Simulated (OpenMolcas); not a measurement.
Ir⁺.

- Program: OpenMolcas 26.06
- Basis: ANO-RCC-VTZP [8s7p5d3f1g]
- Scalar Hamiltonian: DKH3, point nucleus
- Active space: 8 electrons in 6 orbitals (5d 6s)
- State averaging: 2S+1 = 5 even, 15 roots; 2S+1 = 3 even, 45 roots; 2S+1 = 1 even, 28 roots
- Spin-orbit coupling: state interaction with AMFI integrals over the reference wave functions, term energies averaged over their components

Two sets of levels on these reference wave functions, in eV above 5d⁷ 6s ⁵F₅: one from CASSCF and one from MS-CASPT2, IPEA 0.25 Eh, imaginary shift 0.1 Eh (closed shells correlated: 5s 5p).

| Level | Set 1 | Set 2 |
| --- | --- | --- |
| 5d⁷ 6s ⁵F₅ | 0.0000 | 0.0000 |
| 5d⁷ 6s ⁵F₄ [54 %] | 0.629 | 0.651 |
| 5d⁷ 6s ³P₂(1) [62 %] | 0.522 | 1.049 |
| 5d⁸ ³F₄ [56 %] | 0.578 | 1.052 |
| 5d⁷ 6s ⁵F₃ | 1.118 | 1.134 |
| 5d⁷ 6s ⁵F₂ [61 %] | 1.293 | 1.395 |
| 5d⁷ 6s ³F₄ [59 %] | 1.505 | 1.970 |
| 5d⁸ ³F₃ | 1.543 | 1.991 |
| 5d⁷ 6s ⁵P₃ | 1.745 | 2.136 |
| 5d⁷ 6s ³P₀(1) | 1.769 | 2.365 |
| 5d⁷ 6s ³G₅ [68 %] | 2.203 | 2.514 |
| 5d⁷ 6s ³F₃ [63 %] | 2.153 | 2.646 |
| 5d⁷ 6s ⁵P₂ [58 %] | 2.260 | 2.707 |

Question: Which set is which?

Answer: Set 1 is MS-CASPT2. Its levels of the other terms of 5d⁷ 6s lie at 0.50 to 0.88 of the other set's values, as expected, since terms of lower spin or lower L gain more correlation energy than the Hund ground term. Against 8 measured levels (NIST Handbook of Basic Atomic Spectroscopic Data) the mean absolute deviation is 1400 cm-1 with it and 3800 cm-1 without; single levels miss by up to 2600 cm-1 with it.

CASPT2 breaks the degeneracy within a term, and the mean is taken; among the terms shown or strongly mixed into the levels shown the widest spread is 1200 cm-1 (5d⁷ 6s ¹G, MS-CASPT2). Configurations are named by rounded mean occupations; where the s occupation lies near a half they are strongly mixed, a name can repeat and a true partner stay unpaired. A single d shell beside an s shell can misplace configurations of different d count against each other. Without dynamic correlation excited terms often stand tens of per cent too high (terms of higher spin than the ground term too low), and those without a measured partner can miss by more than the paired ones (holds for CASSCF). Some levels mix across a computed gap that differs much from the measured one, so their mixing is not that of the real levels (holds for MS-CASPT2). The CASPT2 spread within a term exceeds the gap to the next term for 5d⁸ ³F and 5d⁷ 6s ³P(1), 5d⁷ 6s ³F and 5d⁷ 6s ¹G, 5d⁷ 6s ³H and 5d⁷ 6s ³D, so the order of their levels is uncertain, and so are names and mixing where such terms share a J (holds for MS-CASPT2). Some terms miss by over 15 % even with CASPT2, which points to a basis or an active space too small for the shells correlated (holds for MS-CASPT2). Measured partners are found by configuration, term and J. A level has none where our copy of the source lacks it or the pairing is in doubt (some pairs that miss far off the trend of their configuration count as doubtful), and it then counts in no deviation. Levels of configurations outside the active space are missing. The table leaves out levels that lie high or whose names do not pair safely across all columns.

A share in square brackets marks a mixed level and gives the weight of the term that names it, the lowest over the columns. A number in round brackets counts repeated terms of one configuration in the order of the reference energies.
